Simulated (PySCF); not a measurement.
Predicted microwave data (PBE0-D3(BJ)/def2-SVP geometry optimisation, gas phase (PySCF)) for one isomer of C8H10Se:

```
Rotational constants : A = 2854, B = 735.2, C = 680.4 MHz
Dipole components    : |μa| = 0.10 D, |μb| = 1.06 D, |μc| = 0.21 D
Inertial defect      : -121.67 u·Å²
κ                    : -0.95
```

Question: Which structure is it? (One computed conformer of each.)
A. `[CH3:1][Se:2][C:3]1=[CH:4][C@H:5]2[CH:6]=[CH:7][C@@H:8]1[CH2:9]2` with C1–Se2–C3–C4 1°
B. `[CH3:1][Se:2][c:3]1[cH:4][cH:5][c:6]([CH3:7])[cH:8][cH:9]1` with C1–Se2–C3–C4 8°

Answer: A. It is C[Se]C1=C[C@H]2C=C[C@@H]1C2, a near-prolate asymmetric top, point group C1. The candidates at the same level (rigid rotor, commonest isotopes):

```tsv
SMILES	A (MHz)	B (MHz)	C (MHz)	μa (D)	μb (D)	μc (D)	Δ (u·Å²)	point group	rotor
C[Se]C1=C[C@H]2C=C[C@@H]1C2	2854	735.2	680.4	0.10	1.06	0.21	-121.67	C1	near-prolate asymmetric top
C[Se]c1ccc(C)cc1	3611	559.8	488.2	0.49	1.21	0.07	-7.53	C1	near-prolate asymmetric top
```

`C[Se]c1ccc(C)cc1` has C 28 % too low. No structure here is proved a minimum.
